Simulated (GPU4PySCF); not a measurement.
GPU4PySCF input for Pt(Cl)2(bpy) (C10H8Cl2N2Pt), SMILES [Cl][Pt]1([Cl])<-[n]2ccccc2-c2cccc[n]->12, multiplicity 1, TDDFT-PBE/def2-SVPD. The structure is a stationary point at B3LYP-D3(BJ)/def2-TZVP. The spin state was assumed, not searched. The isomer is the one that the SMILES or the coordinates give; other isomers of the formula were not compared. The def2 effective core potentials stand for the cores of Pt; spin–orbit coupling is left out. One conformer was computed; it need not be the lowest.

```python
import numpy as np
import cupy as cp
from pyscf import gto, lo
from gpu4pyscf import dft

mol = gto.M(
    atom='''
    Pt   -0.00000000    0.00000000    0.85846800
    Cl    0.00000001   -1.63867622    2.47813710
    Cl    0.00000000    1.63867625    2.47813708
    C     0.00000000   -2.89629946   -2.96772790
    C    -0.00000000   -3.46548833   -1.70153158
    C    -0.00000000   -2.64203362   -0.59043115
    N     0.00000000   -1.30663197   -0.70262418
    C     0.00000000   -0.73236157   -1.93303564
    C     0.00000000   -1.51611419   -3.08079465
    C     0.00000000    0.73236155   -1.93303565
    C     0.00000000    1.51611415   -3.08079468
    C     0.00000000    2.89629942   -2.96772794
    C    -0.00000000    3.46548832   -1.70153163
    C     0.00000000    2.64203361   -0.59043118
    N    -0.00000000    1.30663197   -0.70262420
    H     0.00000001   -3.51584843   -3.85402705
    H    -0.00000000   -4.53742607   -1.56538026
    H     0.00000000   -3.01515478    0.42463683
    H    -0.00000000   -1.05000597   -4.05431673
    H     0.00000001    1.05000594   -4.05431675
    H    -0.00000000    3.51584840   -3.85402709
    H    -0.00000000    4.53742606   -1.56538032
    H     0.00000000    3.01515479    0.42463679
    ''',
    basis='def2-SVPD',
    ecp={'Pt': 'def2-svp'},
    charge=0,
    spin=0,
    max_memory=12000,
    verbose=3,
)
mf = dft.RKS(mol, xc='pbe').density_fit(auxbasis='def2-universal-jkfit')
mf.grids.atom_grid = (75, 302)
mf.conv_tol = 1e-9
mf.max_cycle = 100
mf.kernel()
td = mf.TDDFT()
td.singlet = True
td.nstates = 12
td.conv_tol = 1e-4
td.positive_eig_threshold = 1e-6
td.max_memory = 500
td.kernel(x0=td.init_guess(mf, 17))
tt = mf.TDA()
tt.singlet = False
tt.nstates = 4
tt.conv_tol = 1e-4
tt.positive_eig_threshold = 1e-6
tt.max_memory = 500
tt.kernel(x0=tt.init_guess(mf, 9))
nocc = mol.nelectron // 2
for name, t in (('singlet', td), ('triplet (TDA)', tt)):
    for e, f, (x, y) in zip(cp.asnumpy(t.e), t.oscillator_strength(), t.xy):
        w = 2 * cp.asnumpy(x)**2
        i, a = np.unravel_index(w.argmax(), w.shape)
        print(f'{name} {e * 27.211386245988:8.4f} eV  f = {f:.4f}  leading pair {i + 1} -> {nocc + a + 1} ({w[i, a]:.2f})')
```

Program output:

```
converged SCF energy = -1533.73272600486
Overwritten attributes  positive_eig_threshold  of <class 'gpu4pyscf.tdscf.rks.CasidaTDDFT'>
Excitation energies (eV)
[1.58234887 1.72485568 2.12487466 2.12623699 2.20881808 2.32894891
 2.49163139 2.60544909 2.71573364 2.88938044 2.88959617 2.97982516]
Overwritten attributes  positive_eig_threshold  of <class 'gpu4pyscf.tdscf.rks.TDA'>
Excitation energies (eV)
[1.44489159 1.66867297 1.74717659 2.03670492]
singlet   1.5823 eV  f = 0.0035  leading pair 67 -> 68 (0.99)
singlet   1.7249 eV  f = 0.0000  leading pair 66 -> 68 (1.00)
singlet   2.1249 eV  f = 0.0002  leading pair 64 -> 68 (1.00)
singlet   2.1262 eV  f = 0.0362  leading pair 65 -> 68 (0.86)
singlet   2.2088 eV  f = 0.0000  leading pair 63 -> 68 (1.00)
singlet   2.3289 eV  f = 0.0107  leading pair 67 -> 69 (0.98)
singlet   2.4916 eV  f = 0.0000  leading pair 66 -> 69 (1.00)
singlet   2.6054 eV  f = 0.0118  leading pair 67 -> 70 (0.55)
singlet   2.7157 eV  f = 0.0000  leading pair 66 -> 70 (1.00)
singlet   2.8894 eV  f = 0.0002  leading pair 64 -> 69 (0.99)
singlet   2.8896 eV  f = 0.0850  leading pair 65 -> 69 (0.53)
singlet   2.9798 eV  f = 0.0303  leading pair 65 -> 70 (0.94)
triplet (TDA)   1.4449 eV  f = 0.0000  leading pair 67 -> 68 (1.00)
triplet (TDA)   1.6687 eV  f = 0.0000  leading pair 66 -> 68 (1.00)
triplet (TDA)   1.7472 eV  f = 0.0000  leading pair 65 -> 68 (0.99)
triplet (TDA)   2.0367 eV  f = 0.0000  leading pair 64 -> 68 (1.00)
```

Self-consistency was reached.
